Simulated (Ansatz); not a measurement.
`C#CCCC(F)(F)C(F)(F)C(F)(F)C(F)(F)C(F)(F)C(F)(F)C(F)(F)C(F)(F)F`. The state is a singlet with charge 0. Geometry PBE-D4/def2-SVP, basis def2-TZVP, Ansatz.

```csv
run,HOMO (eV),LUMO (eV)
A,-6.97,-1.74
B,-7.02,-1.05
C,-8.19,-0.06
D,-6.78,-1.29
E,-6.71,-1.11
F,-8.03,-0.18
```

Single mean-field runs in def2-TZVP are fitted with def2-universal-jkfit.

**Question.** The runs used LDA (SPW92), PBE, PBE0, r2SCAN, r2SCAN0, revPBE. Estimate which is which.

**Answer.** A LDA (SPW92) (0 % exact exchange); B r2SCAN (0 % exact exchange); C r2SCAN0 (25 % exact exchange); D PBE (0 % exact exchange); E revPBE (0 % exact exchange); F PBE0 (25 % exact exchange). Exact exchange lowers occupied and raises empty levels; among semilocal functionals meta-GGAs tend to open the gap a little, and such runs are hard to tell apart. The gap grows from 5.23 eV (LDA (SPW92)) to 8.14 eV (r2SCAN0).
